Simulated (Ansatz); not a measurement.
Relaxation of AsFH$_{2}$Mg (5 atoms, charge 0, multiplicity 1), to a largest force component of 0.015 eV/Å in at most 40 steps.

All numbers below come from Ansatz 0.2.0, RKS r2SCANh-D4/def2-SVP.

```xyz
5
Properties=species:S:1:pos:R:3
F -1.336 -1.976 1.243
Mg -0.039 -0.938 0.841
As 1.067 0.854 -0.324
H -0.168 1.713 -0.134
H 0.476 0.347 -1.625
```

Question: Where does it end, and by what steps?

Answer: It converged. After 6 steps the energy has fallen by 0.195 eV; F1 moved furthest, 0.33 Å.

```csv
step,energy less start (eV),largest force component (eV/Å),accepted
0,0.0000,0.925,yes
1,-0.1730,0.160,yes
2,-0.1835,0.112,yes
3,-0.1933,0.069,yes
4,-0.1950,0.058,yes
5,-0.1954,0.019,yes
6,-0.1955,0.001,yes
```

```xyz
5
Properties=species:S:1:pos:R:3
F -1.274 -2.203 1.474
Mg -0.322 -0.930 0.716
As 1.098 0.878 -0.332
H -0.081 1.832 -0.163
H 0.579 0.424 -1.695
```

The run took 18 s on 1 thread of Intel(R) Xeon(R) 6975P-C (Granite Rapids), on a shared host, peak memory 0.18 GiB.
